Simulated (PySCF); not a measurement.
H₃Cl₃GeOSi, SMILES [Cl][Ge]([Cl])([O][SiH3])[Cl], singlet (CAM-B3LYP/def2-SVP optimised geometry):

```
9

Si     1.256    -1.161    -1.009
O     -0.039    -0.843     0.000
Ge    -1.768    -0.843     0.000
Cl    -2.473    -1.846    -1.746
Cl    -2.455    -1.850     1.739
Cl    -2.478     1.161     0.000
H      1.108    -0.406    -2.282
H      1.328    -2.616    -1.301
H      2.478    -0.722    -0.294
```

Computed with CAM-B3LYP/def2-TZVP run with PySCF 2.14.0.

What are the frontier orbital energies and the dipole moment?

HOMO-2 -10.89 eV, HOMO-1 -10.88 eV, HOMO -10.69 eV, LUMO -0.80 eV, LUMO+1 0.85 eV; dipole moment 1.12 D.

On the same geometry PySCF with PBE/def2-TZVP gives HOMO-2 -8.06 eV, HOMO-1 -8.01 eV, HOMO -7.80 eV, LUMO -2.86 eV, LUMO+1 -1.04 eV; dipole moment 1.04 D.

Meta-Löwdin charges at CAM-B3LYP/def2-TZVP: Si1 0.77, O2 -0.81, Ge3 1.14, Cl4 -0.27, Cl5 -0.25, Cl6 -0.26, H7 -0.11, H8 -0.11, H9 -0.10.
